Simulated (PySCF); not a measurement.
## Dipole response of S (sulfur, neutral)

[Ne] 3s2 3p4, high-spin 3P determinant. Calculation: PySCF 2.14, in dyall-av4z (25s15p4d3f2g, 129 functions); scalar relativity by spin-free X2C-1e. Coupled (time-dependent) response in atomic units; α is the mean over directions.

```csv
method,mean α (bohr³),"α xx, yy, zz",C₆ (like pair),S(−4)
UHF,19.09,"17.96, 21.35, 17.96",130.0,102.3
PBE,21.02,"19.50, 24.06, 19.50",145.4,140.7
PBE0,20.08,"18.75, 22.75, 18.75",137.8,121.2
TPSS,20.47,"19.03, 23.34, 19.03",142.2,127.6
```

S(−4) is the Cauchy moment in α(ω) = α(0) + S(−4) ω² + …

Reference α: 19.4 ± 0.1 bohr³ (recommended; Schwerdtfeger and Nagle, table of static dipole polarizabilities (2023 update)). Published C₆: 134.0 (Chu and Dalgarno (2004); Tang, Norbeck and Certain (1976)).

α(iu) at PBE:

```json
{"u (hartree)": "0", "α(iu) (bohr³)": "21.02"}
{"u (hartree)": "0.0500", "α(iu) (bohr³)": "20.68"}
{"u (hartree)": "0.100", "α(iu) (bohr³)": "19.74"}
{"u (hartree)": "0.200", "α(iu) (bohr³)": "16.91"}
{"u (hartree)": "0.300", "α(iu) (bohr³)": "13.90"}
{"u (hartree)": "0.500", "α(iu) (bohr³)": "9.219"}
{"u (hartree)": "0.750", "α(iu) (bohr³)": "5.771"}
{"u (hartree)": "1.00", "α(iu) (bohr³)": "3.862"}
{"u (hartree)": "1.50", "α(iu) (bohr³)": "2.038"}
{"u (hartree)": "2.00", "α(iu) (bohr³)": "1.254"}
{"u (hartree)": "3.00", "α(iu) (bohr³)": "0.6215"}
{"u (hartree)": "5.00", "α(iu) (bohr³)": "0.2581"}
```

The components differ because the open shell of this determinant is not spherical; for a pure term their mean is the scalar polarisability.
